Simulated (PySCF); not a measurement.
CH8FNSi2.

```xyz
13

N     -0.0953    -1.7243     0.9609
C      0.2582    -0.7643    -0.0967
Si     1.7938     0.2514     0.3858
Si    -1.2823     0.3312    -0.1375
F     -1.2487     1.3597    -1.4227
H      0.7182    -2.2499     1.3051
H     -0.7736    -2.4179     0.6222
H      0.4766    -1.1971    -1.1075
H      2.1668     1.1640    -0.7479
H      1.5390     1.0576     1.6290
H      2.9332    -0.6990     0.6608
H     -1.3723     1.1524     1.1127
H     -2.4934    -0.5483    -0.2923
```

The structure is a stationary point at PBE-D3(BJ)/def2-SVP. The structure was generated by enumeration; whether it is a known compound was not checked. Other conformers were not sampled.

The numbers are results of PBE0/pcSseg-1 run with PySCF, not measurements. Non-relativistic, no solvent.

Task: Give the absolute GIAO shielding of each atom: isotropic value and principal components (ppm). (The exact figures need the calculation; the answer reports its results.)

Result: 
```csv
atom,σ(iso),σ11,σ22,σ33,span
N1,245.9,196.9,247.4,293.3,96.3
C2,161.7,132.6,154.0,198.4,65.8
Si3,409.5,368.5,395.0,465.2,96.7
Si4,354.0,317.9,345.3,398.9,81.0
F5,375.2,345.0,373.0,407.6,62.6
H6,30.5,22.4,29.0,40.3,17.9
H7,30.8,22.4,28.3,41.8,19.4
H8,28.8,24.1,27.2,35.1,11.0
H9,27.0,23.6,25.3,32.0,8.4
H10,27.1,23.9,25.8,31.7,7.8
H11,27.1,23.7,25.3,32.3,8.6
H12,26.4,23.6,25.0,30.4,6.8
H13,26.3,22.8,25.1,30.8,8.0
```
